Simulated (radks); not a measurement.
Values are calculated unless marked as measured or tabulated.
Q: Level of theory: scalar-relativistic Kohn-Sham, LDA (Slater exchange, Perdew-Wang correlation), spin-polarised, spherical densities, finite nucleus; open shells are filled with parallel spins first (spin-orbit coupling, left out, can overturn this in heavy ions); Fermi nuclear charge, rms radius of each element as measured or else 0.836 A^(1/3) + 0.57 fm (a radial shooting solver on a logarithmic mesh with Libxc functionals). Response by self-consistent Sternheimer equations with the Hartree and adiabatic LDA kernel, the relativistic mass of each level held fixed and spin-orbit coupling left out. For heavy and open-shell atoms this level of theory can miss by tens of per cent. Rank Pr, Er3+, I, Zn+, Lu, Ni+, Ti2+, Au3+ (NIST ground configurations) by static dipole polarisability, largest first.

A: Pr 197.9, Lu 133.9, I 34.12, Zn+ 16.03, Ni+ 9.239, Au3+ 6.119, Ti2+ 5.271, Er3+ 5.023 bohr^3.
